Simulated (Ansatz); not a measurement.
F$_{3}$H$_{3}$InP. Charge 0, multiplicity 1. In: def2 effective core potential. The bonds changed during the relaxation, so this is another structure than the one it started from. The structure was optimised at the PBE0-D4/def2-TZVP level.

```xyz
8

F    -1.194    2.871    0.647
P    -0.756    1.748   -0.355
F    -2.100    0.944   -0.372
F    -0.003    0.838    0.719
In    1.011   -1.588   -0.137
H     2.650   -1.230    0.252
H     0.039   -2.587    0.873
H     0.353   -0.995   -1.627
```

**Question.** What is the dipole moment at r2SCAN/def2-TZVPP? (An estimate is asked.)

**Answer.** The calculation gave: 0.99 D, with components (0.01, 0.75, -0.65) D in this frame, pointing from negative to positive charge.

**Question.** And with PBE, B3LYP, ωB97M-V? (Estimate.)

**Answer.** Computed: PBE 1.01 D, B3LYP 1.14 D, ωB97M-V 1.15 D.

**Question.** Give the Mulliken charges with r2SCAN, B3LYP, ωB97M-V in def2-TZVPP. (An estimate is asked.)

**Answer.** Ansatz gave: 
```csv
atom,r2SCAN,B3LYP,ωB97M-V
F1,-0.22,-0.23,-0.22
P2,0.73,0.75,0.73
F3,-0.22,-0.23,-0.22
F4,-0.25,-0.26,-0.25
In5,0.42,0.44,0.29
H6,-0.15,-0.15,-0.10
H7,-0.14,-0.15,-0.10
H8,-0.17,-0.18,-0.13
```

B3LYP here is the variant with VWN-RPA as its local correlation; programs differ in this.
